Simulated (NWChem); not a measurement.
CH₇BO₂Si; SMILES OB(O)C[SiH3]

```xyz
12

Si     0.0000    -1.8025     0.2713
C      0.0003    -0.3305    -0.9255
B      0.0000     1.0549    -0.1425
O     -1.1558     1.6896     0.2416
O      1.1556     1.6899     0.2418
H     -0.0032    -3.1166    -0.4647
H      1.2221    -1.7561     1.1501
H     -1.2195    -1.7522     1.1535
H     -0.8913    -0.4367    -1.5808
H      0.8916    -0.4365    -1.5811
H     -1.9480     1.2030    -0.0382
H      1.9480     1.2036    -0.0381
```
Atoms are numbered in this order, from 1.

Results from NWChem. Geometry: optimised at PBE-D3(BJ)/def2-SVP. Not confirmed as a minimum by frequencies. Total energies compare along this basis series because the functional is fixed.

| level | basis functions | energy (Ha) | highest occupied level (eV) | orbital gap (eV) | dipole (D) | relative time |
|---|---|---|---|---|---|---|
| PBE/pcseg-1 | 109 | -506.7571 | -7.30 | 6.75 | 2.60 | 3 |
| PBE/aug-pcseg-1 | 182 | -506.7753 | -7.42 | 6.21 | 2.47 | 9 |
| PBE/pcseg-2 | 252 | -506.9204 | -7.37 | 6.38 | 2.57 | 20 |
| PBE/STO-3G | 36 | -500.5485 | -3.24 | 7.22 | 1.68 | 1 |
| PBE/def2-SVP | 109 | -506.5525 | -7.14 | 6.89 | 2.42 | 3 |

Times are rough ratios from one shared machine.
